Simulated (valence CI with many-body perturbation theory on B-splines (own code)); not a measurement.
# Forbidden lines of Bi77+

Computed by relativistic CI+MBPT: four valence electrons over a frozen Dirac-Fock core [He], a basis of 11 s, 11 p, 9 d, 7 f, 5 g, 2 h, 1 i functions for each j, with the one-electron correlation potential Σ1 (screened to all orders), the two-electron term Σ2, the three-electron term Σ3, Breit, model QED; selected single and double excitations, second order for the rest (own B-spline code, finite nucleus).

The last digits are not significant, and no measured levels were compared; by estimate large intervals hold to a few tenths of a per cent, small ones and those within an open d or f shell to about a per cent. Among the levels kept, up to 280 cm⁻¹ of a level comes from second order outside the variational space, and about a tenth of that is noise between levels of different J, which matters for small intervals.

Lines 1 to 50 of 66 in falling wavelength, among levels below 17606 eV, chosen from the decays that carry over 1 % of a level's rate. Wavelengths and rates use the calculated energies. Electric multipoles are in the length gauge, E1 and E2 with the static RPA response of the core. S is in atomic units (e²a₀⁴ for E2 and M2, e²a₀⁶ for E3), for M1 in squared Bohr magnetons. Weak lines are less certain than strong ones. Lines between different terms over intervals too small for the method are left out, as are lines whose strength nearly cancels. The highest levels of a list are the least certain.

Levels are named by their leading jj configuration (3d3/2^4 stands for four electrons in 3d with j = 3/2), which in mixed levels can hold well under half, so a name can repeat and another be missing. Letters in brackets count levels of one name in rising energy.

```
λ vac (nm)                           Upper                       Lower  Type   A (s⁻¹)  S (a.u.)
    0.5121          (2s^2 2p1/2 2p3/2) J=1          (2s^2 2p1/2^2) J=0    M1  8.45e+10  1.26e+00
    0.5084          (2s^2 2p1/2 2p3/2) J=2          (2s^2 2p1/2^2) J=0    E2  7.41e+08  1.12e-05
    0.5051              (2s^2 2p3/2^2) J=2      (2s^2 2p1/2 2p3/2) J=2    M1  6.56e+10  1.57e+00
    0.5046          (2s^2 2p3/2 3d5/2) J=4      (2s^2 2p1/2 3d5/2) J=3    M1  4.92e+10  2.11e+00
    0.5014              (2s^2 2p3/2^2) J=2      (2s^2 2p1/2 2p3/2) J=1    M1  6.51e+10  1.52e+00
    0.4867              (2s^2 2p3/2^2) J=0      (2s^2 2p1/2 2p3/2) J=1    M1  1.40e+11  5.98e-01
    0.1100          (2s 2p1/2^2 3p1/2) J=0      (2s 2p1/2^2 2p3/2) J=1    M1  1.94e+11  9.56e-03
    0.1092          (2s^2 2p3/2 3p1/2) J=2          (2s^2 2p3/2^2) J=0    E2  1.12e+12  7.79e-06
    0.1090          (2s^2 2p1/2 3p1/2) J=1      (2s^2 2p1/2 2p3/2) J=2    E2  2.94e+12  1.21e-05
    0.1090          (2s^2 2p1/2 3p1/2) J=1      (2s^2 2p1/2 2p3/2) J=2    M1  1.65e+11  2.37e-02
    0.1090          (2s 2p1/2^2 3p1/2) J=0      (2s 2p1/2^2 2p3/2) J=2    E2  5.84e+12  8.02e-06
    0.1088          (2s^2 2p1/2 3p1/2) J=1      (2s^2 2p1/2 2p3/2) J=1    E2  2.94e+12  1.20e-05
    0.1085          (2s^2 2p3/2 3p1/2) J=1          (2s^2 2p3/2^2) J=2    E2  2.97e+12  1.20e-05
    0.1085          (2s^2 2p3/2 3p1/2) J=1          (2s^2 2p3/2^2) J=2    M1  1.64e+11  2.33e-02
    0.1085          (2s^2 2p3/2 3p1/2) J=2          (2s^2 2p3/2^2) J=2    E2  4.10e+12  2.75e-05
    0.1084          (2s^2 2p1/2 3p1/2) J=0      (2s^2 2p1/2 2p3/2) J=2    E2  5.81e+12  7.78e-06
    0.1083          (2s^2 2p1/2 3p1/2) J=0      (2s^2 2p1/2 2p3/2) J=1    M1  1.91e+11  8.97e-03
    0.1037          (2s^2 2p3/2 3d5/2) J=4  (2s 2p1/2 2p3/2^2) J=2 [b]    E2  6.58e+10  6.36e-07
    0.1035      (2s 2p1/2 2p3/2 3p3/2) J=4  (2s 2p1/2 2p3/2^2) J=2 [b]    E2  1.72e+11  1.64e-06
    0.1028          (2s^2 2p3/2 3d5/2) J=4      (2s 2p1/2 2p3/2^2) J=3    E2  5.05e+11  4.65e-06
    0.1026  (2s 2p1/2 2p3/2 3p3/2) J=0 [b]  (2s 2p1/2 2p3/2^2) J=2 [b]    E2  3.33e+12  3.37e-06
    0.1026  (2s 2p1/2 2p3/2 3p3/2) J=3 [a]  (2s 2p1/2 2p3/2^2) J=2 [a]    E2  1.88e+12  1.33e-05
    0.1026          (2s^2 2p3/2 3p3/2) J=2          (2s^2 2p3/2^2) J=0    E2  1.20e+12  6.06e-06
    0.1026      (2s 2p1/2 2p3/2 3p3/2) J=4      (2s 2p1/2 2p3/2^2) J=3    E2  1.40e+12  1.28e-05
    0.1025  (2s 2p1/2 2p3/2 3p3/2) J=1 [d]  (2s 2p1/2 2p3/2^2) J=2 [b]    E2  1.89e+12  5.71e-06
    0.1024  (2s 2p1/2 2p3/2 3p3/2) J=1 [d]  (2s 2p1/2 2p3/2^2) J=1 [a]    E2  1.68e+12  5.08e-06
    0.1024          (2s 2p1/2^2 3p3/2) J=2      (2s 2p1/2^2 2p3/2) J=2    E2  1.99e+12  1.00e-05
    0.1024          (2s^2 2p3/2 3d5/2) J=4  (2s 2p1/2 2p3/2^2) J=2 [a]    E2  3.24e+10  2.93e-07
    0.1023          (2s^2 2p1/2 3p3/2) J=2      (2s^2 2p1/2 2p3/2) J=2    E2  2.06e+12  1.03e-05
    0.1023          (2s^2 2p1/2 3p3/2) J=1      (2s^2 2p1/2 2p3/2) J=2    E2  1.48e+12  4.46e-06
    0.1022          (2s^2 2p3/2 3p3/2) J=3          (2s^2 2p3/2^2) J=2    E2  2.35e+12  1.64e-05
    0.1022          (2s^2 2p3/2 3p3/2) J=1          (2s^2 2p3/2^2) J=2    E2  2.36e+12  7.06e-06
    0.1022          (2s^2 2p1/2 3p3/2) J=2      (2s^2 2p1/2 2p3/2) J=1    E2  8.96e+11  4.46e-06
    0.1022          (2s^2 2p1/2 3p3/2) J=1      (2s^2 2p1/2 2p3/2) J=1    E2  1.49e+12  4.44e-06
    0.1022      (2s 2p1/2 2p3/2 3p3/2) J=4  (2s 2p1/2 2p3/2^2) J=2 [a]    E2  9.03e+10  8.08e-07
    0.1017          (2s^2 2p3/2 3p3/2) J=0          (2s^2 2p3/2^2) J=2    E2  6.02e+12  5.84e-06
    0.1015  (2s 2p1/2 2p3/2 3p3/2) J=1 [d]      (2s 2p1/2 2p3/2^2) J=3    E2  1.04e+12  3.01e-06
    0.1012  (2s 2p1/2 2p3/2 3p3/2) J=0 [b]  (2s 2p1/2 2p3/2^2) J=2 [a]    E2  8.12e+11  7.71e-07
    0.1004      (2s 2p1/2 2p3/2 3d5/2) J=5      (2s 2p1/2 2p3/2^2) J=3    M2  2.05e+11  2.05e-06
    0.1004      (2s 2p1/2 2p3/2 3d5/2) J=5      (2s 2p1/2 2p3/2^2) J=3    E3  1.18e+10  4.23e-07
    0.1000          (2s^2 2p3/2 3d5/2) J=4          (2s^2 2p3/2^2) J=2    M2  1.49e+11  1.20e-06
   0.08565  (2s 2p1/2 2p3/2 3p3/2) J=3 [a]      (2s 2p1/2^2 2p3/2) J=2    E2  8.59e+11  2.47e-06
   0.08552          (2s^2 2p3/2 3d5/2) J=4      (2s 2p1/2^2 2p3/2) J=2    E2  2.67e+11  9.79e-07
   0.08536      (2s 2p1/2 2p3/2 3p3/2) J=4      (2s 2p1/2^2 2p3/2) J=2    E2  3.00e+12  1.09e-05
   0.08524  (2s 2p1/2 2p3/2 3p3/2) J=1 [d]      (2s 2p1/2^2 2p3/2) J=1    E2  1.86e+12  2.24e-06
   0.08519          (2s^2 2p1/2 3p3/2) J=2          (2s^2 2p1/2^2) J=0    E2  2.99e+12  5.98e-06
   0.08518          (2s^2 2p1/2 3p3/2) J=1          (2s^2 2p1/2^2) J=0    M1  1.10e+11  7.59e-03
   0.08503          (2s^2 2p3/2 3p3/2) J=3      (2s^2 2p1/2 2p3/2) J=2    E2  1.52e+12  4.23e-06
   0.08502          (2s^2 2p3/2 3p3/2) J=1      (2s^2 2p1/2 2p3/2) J=2    E2  3.26e+12  3.88e-06
   0.08492          (2s^2 2p3/2 3p3/2) J=3      (2s^2 2p1/2 2p3/2) J=1    E2  2.24e+12  6.19e-06
```
